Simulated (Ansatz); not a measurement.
Compare A (`F[SiH2][AlH][NH][SiH3]`) with its isomer B (`[NH2][AlH][SiH](F)[SiH3]`).

Computed with Ansatz on PBE0-D4/def2-TZVP structures; ΔE is electronic, products minus reactants. CCSD(T)/CBS is the MP2 limit (def2-TZVPP, def2-QZVPP) plus CCSD(T) − MP2 in def2-TZVPP, frozen cores. Functionals use def2-TZVPP. B3LYP here is the variant with VWN-RPA as its local correlation; programs differ in this. One conformer a species, not always the lowest.

(1) Which isomer does CCSD(T)/CBS put lower? Give the gap. (An estimate is asked.)

(2) Give E(B) − E(A) in kJ/mol with B3LYP-D4, ωB97M-V, HF/def2-TZVPP, B2PLYP, MP2/def2-TZVPP, CCSD/def2-TZVPP, PBE0-D4. (Best estimate.)

Largest T1 diagnostic: 0.013.

## Answers

(1) Ansatz gave: A, by 49.5 kJ/mol.

(2) Ansatz gave: B3LYP-D4 45.9, ωB97M-V 51.3, HF/def2-TZVPP 64.6, B2PLYP 49.8, MP2/def2-TZVPP 58.2, CCSD/def2-TZVPP 52.6, PBE0-D4 34.5. None reverses the order clearly.

From PBE to PBE0 (25 % exact exchange), in def2-TZVPP and without D4, E(B) − E(A) moves by +7.9 kJ/mol. In def2-TZVPP, CCSD(T) changes the Hartree–Fock value by −13.7 kJ/mol (the triples alone add −1.8 kJ/mol) and MP2 by −6.4 kJ/mol.
